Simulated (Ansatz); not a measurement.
`C[CH2][Al]([Cl])[Cl]` + CH₃NH₂ → `C[NH][Al]([Cl])[Cl]` + ethane at 700 K and 1 bar (ligand exchange at the Al–C bond).

Calculated with Ansatz (gas phase, PBE0-D4/def2-TZVP geometries, no zero-point term in ΔE). CCSD(T)/CBS adds triple-zeta CCSD(T) − MP2 to the extrapolated MP2 energy (def2 sets, frozen cores). This one scheme is used for every species. One conformer a species, not always the lowest.

```json
{"species": "`C[CH2][Al]([Cl])[Cl]`", "CCSD(T)/CBS energy (Eh)": "-1240.84163", "H − E (kJ/mol)": "255.7", "S (J/(mol·K))": "490.4"}
{"species": "CH₃NH₂", "CCSD(T)/CBS energy (Eh)": "-95.75281", "H − E (kJ/mol)": "207.6", "S (J/(mol·K))": "296.6"}
{"species": "`C[NH][Al]([Cl])[Cl]`", "CCSD(T)/CBS energy (Eh)": "-1256.91293", "H − E (kJ/mol)": "225.1", "S (J/(mol·K))": "468.8"}
{"species": "`CC`", "CCSD(T)/CBS energy (Eh)": "-79.71954", "H − E (kJ/mol)": "238.1", "S (J/(mol·K))": "289.3"}
```

H − E and S are ideal-gas, rigid-rotor, harmonic terms from PBE0-D4/def2-TZVP, for one conformer and one mirror image of each species. 1 Eh = 2625.50 kJ/mol, R = 8.31446 J/(mol·K).

Task: By hand: ΔE, ΔH, ΔS and ΔG.

Result: ΔE = (-1256.91293) + (-79.71954) − (-1240.84163) − (-95.75281) = -0.03803 Eh = -99.8 kJ/mol. Δ(H − E) = 225.1 + 238.1 − 255.7 − 207.6 = -0.1, so ΔH = -99.9 kJ/mol. ΔS = 468.8 + 289.3 − 490.4 − 296.6 = -28.9 J/(mol·K). ΔG = -99.9 − 700 × (-28.9)/1000 = -79.7 kJ/mol.

Task: By hand: the equilibrium constant, and the temperature at which ΔG would vanish if ΔH and ΔS stayed fixed.

Result: log₁₀ K = −ΔG/(RT ln 10) = 5.9. ΔG = 0 at ΔH/ΔS = 3457 K, far beyond where these terms or the molecules hold.

ΔH outweighs TΔS. A doubt of 5 kJ/mol in ΔE shifts log₁₀ K by 0.4 here. Other conformers and mirror images would add mixing entropy, several J/(mol·K) or more a flexible species. Modes under 60 cm⁻¹, often nearly free rotors, make the harmonic entropy too high. These are equilibria of isolated gas molecules and say nothing of rates. Largest T1 diagnostic: 0.009 (customary marks: 0.02 for closed shells, 0.045 for open ones).
